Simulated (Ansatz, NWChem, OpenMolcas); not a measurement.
**A ladder of methods for BCl3 (boron trichloride)**

BCl3 has 4 atoms, charge 0, and is taken as a singlet. SMILES: `ClB(Cl)Cl`. The coordinates come from a PBE0-D4/def2-TZVP relaxation.

Each level gives the vertical ionisation energy (to the doublet cation) (eV). The values are calculated.

| level | kind | program | value (eV) |
| --- | --- | --- | --- |
| HF/6-311+G** | Hartree–Fock | Ansatz | 11.38 |
| SVWN5/6-311+G** | LDA | Ansatz | 11.02 |
| PBE/6-311+G** | GGA | NWChem | 10.86 |
| M06-L/6-311+G** | meta-GGA | OpenMolcas | 11.08 |
| M06-2X/6-311+G** | hybrid meta-GGA | NWChem | 11.80 |
| BHLYP/6-311+G** | global hybrid | Ansatz | 11.72 |
| wB97X/6-311+G** | range-separated hybrid | Ansatz | 11.85 |
| RPA@PBE/6-311+G** | RPA | Ansatz | 10.73 |
| CCSD/6-311+G** | coupled cluster or CI | Ansatz | 11.55 |

The values span 10.73 to 11.85 eV.
